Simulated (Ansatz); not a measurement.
The cluster Al₄P₃⁺, relaxed as a singlet with RKS PBE-D4/def2-SVP in Ansatz, starting from the GFN1-xTB geometry. Force threshold 0.02 eV/Å.

The restricted singlet is unstable towards broken spin symmetry in Hartree–Fock (as tested in another run); at PBE-D4/def2-SVP this wasn't settled. Another isomer (singlet) lies 0.62 eV lower at PBE0-D4/def2-TZVP; other spin states weren't run for this one.

Start:

Cartesian coordinates in Å:
```
Al -0.096 2.340 1.894
Al -1.868 -0.869 -1.093
Al 2.555 0.783 -1.389
Al -0.534 -2.185 0.603
P -1.306 0.255 1.218
P 0.752 -0.956 -1.334
P 0.497 0.632 0.101
```

```
        step  energy (eV)  largest force component (eV/Å)  SCF passes
           1  -54204.6026                           0.543          21
           2  -54204.7065                           0.268          21
           3  -54204.7651                           0.174          21
           4  -54204.8943                           0.289          25
           5  -54205.0748                           0.284          27
           6  -54205.1498                           0.360          20
7 (rejected)  -54204.6909                           2.663          27
           8  -54205.1769                           0.283          20
           9  -54205.1918                           0.250          22
          10  -54205.2069                           0.133          21
          11  -54205.2123                           0.084          22
          12  -54205.2134                           0.011          23
```

Force components are those of the run's own axes.

End:

```tsv
atom	x (Å)	y (Å)	z (Å)
Al1	-0.4234	2.1765	2.0298
Al2	-1.7287	-0.1367	-1.3299
Al3	2.5039	0.4571	-1.5993
Al4	0.0975	-1.9352	0.9958
P5	-1.4412	-0.0354	1.1009
P6	0.4918	-1.1710	-1.2951
P7	0.5001	0.6448	0.0978
```

By distances, no bond broke or formed, bridged metal pairs apart. The bond that changes most is Al4–P5, from 2.63 to 2.45 Å (atoms count from 1). Metal–metal contacts that move far: Al2–Al4 2.53 to 3.46 Å.

No frequencies were taken in this run, so the end may be a saddle point.

It took 16 s on 4 threads of Arm Neoverse V2 on a shared host.
